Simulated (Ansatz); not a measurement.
CAuO, doublet, at a GFN2-xTB geometry (such geometries of metal compounds can be far from the true shape) (the multiplicity is a formal guess) (core potentials on Au); R2SCAN/def2-SVP run with Ansatz (a first-principles code).

Here is a job for Ansatz.
Ansatz 0.2 input:
```yaml
crystal:
  periodic: [false, false, false]
  atoms:
    - {symbol: Au, position_ang: [-0.22153076, -0.21877232, -0.20724330]}
    - {symbol: O, position_ang: [1.67990417, 1.20170291, 1.42540504]}
    - {symbol: C, position_ang: [0.67694946, 1.27823174, 0.82816337]}
basis:
  gaussian:
    orbitals: def2-SVP
hamiltonian:
  xc: r2scan
magnetization: {spin_polarized: true, initial_magnetization: 1}
```

Problem. Write the output that Ansatz gives for this input, abridged.

Solution. 
```
Functional definition: r2SCAN
621 factors; their error is unknown
mean field evaluation 1: about -6771.3520 eV, gradient 2.5e1 eV
mean field evaluation 2: about -6756.7175 eV, gradient 6.3e1 eV
mean field evaluation 4: about -6774.0775 eV, gradient 4.3e0 eV
mean field evaluation 8: about -6774.1629 eV, gradient 7.4e-2 eV
mean field evaluation 16: about -6774.1472 eV, gradient 6.3e-5 eV
mean field -6774.14724140 eV, -248.9453194394 hartree, gradient 6.6e-5 eV, S^2 0.757444; 0 other end points of the search recorded, 0 dependent functions left out
reference -6774.14725551 eV, -248.9453199582 hartree; 17, 16 occupied and 43, 44 virtual orbitals, 621 factors
Total energy: -6774.14725551 eV, -248.9453199582 hartree
```
